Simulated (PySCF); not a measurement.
# One molecule, several mistakes: AlBH3N2

Calculated results; nothing here was measured. The program is PySCF 2.14.0, an open-source quantum chemistry code, run on an isolated molecule that a program drew, which may never have been made. The molecule is AlBH3N2 (charge 0, doublet), drawn as the SMILES string `N=B[NH][AlH]`.

Each row is a Hartree-Fock (HF) and frozen-core CCSD(T) single point in the cc-pV(D+d)Z basis, meant for a local HF minimum. Run 1 is clean. Each other run has one planted mistake out of seven kinds, and not every kind appears here: one electron removed, one electron added, multiplicity raised by two, geometry at a saddle point, minimal basis STO-3G, one bond length entered in bohr, all coordinates scaled. The reference is restricted for singlets and unrestricted otherwise, and also for a bond in bohr. Adding or removing an electron swaps singlet and doublet. Electrons count all cores. HOMO and LUMO are orbital energies over both spins, the gradient is its largest component, and the lowest frequency (negative if imaginary) is given only where the gradient is small. Bond lengths are over the 6 bonds as drawn. T1 is the CCSD diagnostic: over 0.02 (restricted) or 0.045 (unrestricted) a single reference is doubtful.

Geometry of the clean run:
```xyz
7
AlBH3N2, angstrom
N    -4.4562    0.6544   -0.5949
B    -3.2942    0.5241   -0.1986
N    -1.9745    0.3669    0.2586
Al   -1.3117   -0.9067    1.3474
H    -5.3837    0.7484   -0.9049
H    -1.3553    1.0779   -0.0916
H    -2.3407   -1.9978    1.8639
```

| run | electrons | basis functions | <S^2> | HOMO (eV) | LUMO (eV) | gradient (hartree/bohr) | lowest frequency (cm^-1) | mean bond (Å) | longest bond (Å) | T1 | HF (hartree) | CCSD(T) (hartree) | mistake |
|---|---|---|---|---|---|---|---|---|---|---|---|---|---|
| 1 | 35 | 80 | 0.754 | -8.54 | 1.00 | 1.4e-05 | 145 | 1.3361 | 1.802 | 0.0175 | -377.29807 | -377.79141 | no fault |
| 2 | 35 | 80 | 1.525 | -8.50 | 1.02 | 1.7e-02 | - | 1.4852 | 1.901 | 0.0587 | -377.15774 | -377.64912 | one bond length entered in bohr |
| 3 | 36 | 80 | 0.000 | -0.40 | 6.81 | 6.0e-02 | - | 1.3361 | 1.802 | 0.0166 | -377.28512 | -377.80831 | one electron added |
| 4 | 35 | 27 | 0.756 | -5.10 | 7.23 | 9.0e-02 | - | 1.3361 | 1.802 | 0.0205 | -372.61021 | -372.82571 | minimal basis STO-3G |
| 5 | 34 | 80 | 0.000 | -14.36 | -7.27 | 6.0e-02 | - | 1.3361 | 1.802 | 0.0230 | -377.00710 | -377.50449 | ? |

**Which mistake was planted in run 5, and what did it cost?**

It counts 34 electrons, one fewer than the clean run, at the same geometry and basis. So the mistake is: one electron removed. Subtracting run 1 and multiplying by 627.51 kcal/mol a hartree, the energy moved by 182.6 kcal/mol in HF and 180.0 kcal/mol in CCSD(T).

Cautions from the logs. Run 2: T1 is over the limit, so its CCSD(T) energy is less reliable; run 5: T1 is over the limit, so its CCSD(T) energy is less reliable.
